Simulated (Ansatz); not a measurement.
BeCl2 (SMILES [Cl][Be][Cl]) moved off its minimum; all values from Ansatz (an electronic-structure program), cores frozen in correlated methods.
(charge 0, multiplicity 1)
```xyz
3

Be     0.22365     0.12306     0.00479
Cl    -0.13284    -0.17678    -1.91387
Cl     0.19395     0.02304     2.00432
```

Forces at HF/def2-TZVPP (eV/Å):

```json
[
 {"atom": "Be1", "Fx": "-0.744", "Fy": "-0.776", "Fz": "0.325"},
 {"atom": "Cl2", "Fx": "0.573", "Fy": "0.507", "Fz": "2.346"},
 {"atom": "Cl3", "Fx": "0.171", "Fy": "0.269", "Fz": "-2.671"}
]
```

Task: Give the forces (eV/Å), the total energy and the dipole at CCSD(T)/aug-cc-pV(T+d)Z.

Result: 
```json
[
 {"atom": "Be1", "Fx": "-0.720", "Fy": "-0.751", "Fz": "0.311"},
 {"atom": "Cl2", "Fx": "0.559", "Fy": "0.494", "Fz": "2.328"},
 {"atom": "Cl3", "Fx": "0.161", "Fy": "0.257", "Fz": "-2.639"}
]
```
Energy -934.2983 hartree, dipole 0.93 D.
